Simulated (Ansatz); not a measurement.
# Abstraction of Cl: C2H6ClGa + GeH3 → C2H6Ga + GeH3Cl

Species: C2H6ClGa `C[CH2][GaH][Cl]`, singlet; GeH3 `[GeH3]`, doublet; C2H6Ga `C[CH2][GaH]`, doublet; GeH3Cl (chlorogermane) `[Cl][GeH3]`, singlet. A radical takes Cl: the energy is the difference in strength between the Ga–Cl bond broken and the Ge–Cl bond made.

Shapes, held fixed at every level: PBE0-D4/def2-TZVP. Flexible molecules stand in one conformer, not always the lowest. Programs: Ansatz 0.2.0. The zero-point and thermal change to 298 K, harmonic and unscaled (PBE0-D4/def2-TZVP), is +0.9 kJ/mol.

```json
{"level": "HF/def2-TZVPP", "kind": "Hartree–Fock", "ΔH(298 K) (kJ/mol)": "+51.0", "less CCSD(T)/def2-TZVPP": "-1.8"}
{"level": "B3LYP-D4/def2-TZVPP", "kind": "global hybrid", "ΔH(298 K) (kJ/mol)": "+47.3", "less CCSD(T)/def2-TZVPP": "-5.5"}
{"level": "BHLYP-D4/def2-TZVPP", "kind": "global hybrid", "ΔH(298 K) (kJ/mol)": "+50.6", "less CCSD(T)/def2-TZVPP": "-2.2"}
{"level": "PBE0-D4/def2-TZVPP", "kind": "global hybrid", "ΔH(298 K) (kJ/mol)": "+48.6", "less CCSD(T)/def2-TZVPP": "-4.2"}
{"level": "CCSD/def2-SVP", "kind": "coupled cluster or CI", "ΔH(298 K) (kJ/mol)": "+61.2", "less CCSD(T)/def2-TZVPP": "+8.4"}
{"level": "CCSD/def2-TZVPP", "kind": "coupled cluster or CI", "ΔH(298 K) (kJ/mol)": "+53.0", "less CCSD(T)/def2-TZVPP": "+0.2"}
{"level": "CCSD(T)/def2-TZVPP", "kind": "coupled cluster or CI", "ΔH(298 K) (kJ/mol)": "+52.8", "less CCSD(T)/def2-TZVPP": "0.0"}
```

The highest level, CCSD(T)/def2-TZVPP, gives ΔH(298 K) = +52.8 kJ/mol; the levels span +47.3 to +61.2. The column of differences is taken from that level and isn't an error. No measured value is set beside it here. Open shells run unrestricted. Relativity is left out for Ga, Ge. Outer-core shells of Ga, Ge are correlated, in sets that cover them unevenly.
